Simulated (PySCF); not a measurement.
**How methods differ on the electron affinity of W**

W⁻ [Xe] 4f14 5d5 6s2 (6S) → W [Xe] 4f14 5d4 6s2 (5D), as a difference of total energies. Calculation: PySCF 2.14, in aug-cc-pVTZ-PP with ECP60MDF; a scalar-relativistic core potential. Correlated levels: valence: 5s2 5p6 frozen. The calculations carry no spin-orbit coupling.

```tsv
method	electron affinity (eV)
UHF	0.892
MP2 (valence)	0.961
SCS-MP2 (valence)	0.323
CCSD (valence)	1.299
CCSD(T) (valence)	1.345
```

Q: How much does correlation contribute at CCSD(T) (valence)?

A: 1.345 − (0.892) = 0.453 eV, measured against UHF.

The reference lies between the lowest fine-structure levels, while these numbers refer to the centres of the terms.

Errors of the correlated levels include the incompleteness of this basis and the frozen core.

The coupled-cluster amplitudes are large for W⁻ (T1 above 0.03 or a double amplitude above 0.15), so a single reference is strained.

For comparison: 0.817 eV (measured; photodetachment measurements, as compiled on the Wikipedia data page of electron affinities).
